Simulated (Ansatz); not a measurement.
Reaction (hydrogenolysis of the Si–S bond): `[OH][GeH2][SiH2]S` + H₂ → `[OH][GeH2][SiH3]` + H₂S

Program: Ansatz. Geometries: PBE0-D4/def2-TZVP. ΔE: electronic, gas phase. CCSD(T)/CBS adds triple-zeta CCSD(T) − MP2 to the extrapolated MP2 energy (def2 sets, frozen cores). This one scheme is used for every species. DFT in def2-TZVPP. B3LYP here is the variant with VWN-RPA as its local correlation; programs differ in this. For Ge outer-core shells are correlated without core-valence functions, which leaves a few kJ/mol of doubt a bond. Scalar relativity is left out up to krypton. One conformer a species, not always the lowest.

| level | ΔE (kcal/mol) |
| --- | --- |
| B3LYP-D4 | 9.4 |
| B2PLYP | 8.0 |
| PBE0 | 8.5 |
| HF/def2-TZVPP | 3.2 |
| CCSD/def2-TZVPP | 7.1 |
| CCSD(T)/def2-TZVPP | 8.4 |
| HF/def2-QZVPP | 3.0 |
| SCS-MP2/def2-QZVPP | 9.6 |

What does CCSD(T)/CBS give? (Best estimate.)

Ansatz gave: +9.9 kcal/mol. The listed levels differ from it by -0.5, -1.9, -1.4, -6.7, -2.8, -1.5, -6.9, -0.3 kcal/mol.

Largest T1 diagnostic among the species: 0.012.

The D4 term adds +3.0 kcal/mol with B3LYP and +1.6 kcal/mol with PBE0; it sums over pairs of atoms, weighted by their polarisabilities, and B3LYP, whose exchange is more repulsive, gets the larger term. In def2-TZVPP, CCSD(T) changes the Hartree–Fock value by +5.2 kcal/mol (the triples alone add +1.3 kcal/mol) and MP2 by +7.9 kcal/mol.
